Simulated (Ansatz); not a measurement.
PBE exchange is replaced step by step with exact exchange (0 % is PBE, 25 % PBE0; no dispersion term), basis def2-SVP, Ansatz. System: Sn2Ge2 (the lowest singlet isomer of a short search). Total charge 0; singlet. Geometry: PBE0-D4/def2-SVP, each spin state at its own.

The relaxed quintet has other bonds than the singlet, so its gap is one between isomers.

Geometry of the singlet:

Cartesian coordinates in Å:
```
Ge 0.199 -0.538 1.109
Ge -1.989 0.375 0.811
Sn -0.369 0.690 -1.327
Sn 2.159 -0.527 -0.593
```

In the def2 sets Sn takes a core potential; there is no spin–orbit coupling. The structure comes from a short search, and lower isomers may exist.

```
exact exchange (%)  HOMO (eV)  LUMO (eV)  gap (eV)  triplet − singlet (kJ/mol)  quintet − singlet (kJ/mol)
                10      -5.31      -3.68      1.63                        77.2                       207.1
                15      -5.48      -3.57      1.90                        77.1                       205.8
```

(1) Estimate the row for 40 %.

Results:

(1) 
```json
{"exact exchange (%)": "40", "HOMO (eV)": "-6.32", "LUMO (eV)": "-3.02", "gap (eV)": "3.29", "triplet − singlet (kJ/mol)": "76.0", "quintet − singlet (kJ/mol)": "199.8"}
```
